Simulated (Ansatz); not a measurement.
Reaction (atomization): `[Cl][Al]([Cl])[Br]` → Al• + Br• + 2 Cl•

Program: Ansatz. Geometries: PBE0-D4/def2-TZVP. ΔE: electronic, gas phase. CCSD(T)/CBS is the MP2 limit (def2-TZVPP, def2-QZVPP) plus CCSD(T) − MP2 in def2-TZVPP, frozen cores. This one scheme is used for every species, atoms too. Functionals use def2-TZVPP. No spin–orbit coupling; open shells (•) take unrestricted orbitals. Spin–orbit coupling would lower the free atoms: a little for Al, Cl; clearly for Br. For Br outer-core shells are correlated without core-valence functions, so the limit isn't a true one: a few kJ/mol of doubt a bond, and 10 to 20 or more in all where bonds break to atoms. Scalar relativity is left out up to krypton.

CCSD(T)/CBS gives +13.00 eV.

(1) Another level gave +12.51 eV. Which?
A. r2SCAN0/def2-TZVPP
B. CAM-B3LYP-D4/def2-TZVPP
C. LDA (SPW92)/def2-TZVPP
D. BHLYP/def2-TZVPP

Largest T1 diagnostic among the species: 0.018.

## Answers

(1) B. CAM-B3LYP-D4 12.51, BHLYP 12.07, r2SCAN0 12.83, LDA (SPW92) 14.33 eV.

At CCSD(T), def2-SVP lies −1.09 eV from the extrapolated value and def2-TZVPP −0.55 eV: correlation converges slowly with the basis, and small sets miss more of it in the bonded molecule than in its fragments. From PBE to PBE0 (25 % exact exchange), in def2-TZVPP and without D4, ΔE moves by −0.05 eV: exact exchange takes away binding that semilocal exchange gives to molecules. Leaving LDA and LC-ωPBE aside and taking each functional with its dispersion term where it has one, the values, not all of them listed here, spread over 0.80 eV, from BLYP-D4 to r2SCAN-D4. LDA lies +1.60 eV from PBE without D4, its usual overbinding.

For atomizations the MP2-based limit and the directly extrapolated one differ by several kJ/mol either way, and by 10 to 25 for some Ge, Se and Sn compounds, so smaller differences from it don't rank the levels.
